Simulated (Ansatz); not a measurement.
Calculated with Ansatz (gas phase, PBE0-D4/def2-TZVP geometries, no zero-point term in ΔE). CBS: MP2 limit from def2 TZ/QZ plus the TZ coupled-cluster correction, frozen cores. This one scheme is used for every species. DFT in def2-TZVPP. B3LYP here is the variant with VWN-RPA as its local correlation; programs differ in this. One conformer a species, not always the lowest.

Consider the formal exchange of groups at a C–Si bond: `O[SiH2]CCl` + `CCl` → `ClCCCl` + `O[SiH3]`.

Q: Is it downhill or uphill in electronic energy at CCSD(T)/CBS, and by how much? (Best estimate.)

A: The calculation gave: Uphill: ΔE = +7.1 kcal/mol.

Q: What do these levels give: B3LYP-D4, ωB97M-V, r2SCAN, B3LYP, CCSD/def2-TZVPP, CCSD/CBS(def2)? (Estimate.)

A: Computed: B3LYP-D4 7.6, ωB97M-V 7.7, r2SCAN 7.6, B3LYP 7.1, CCSD/def2-TZVPP 6.6, CCSD/CBS(def2) 7.1 kcal/mol.

Largest T1 diagnostic among the species: 0.011.
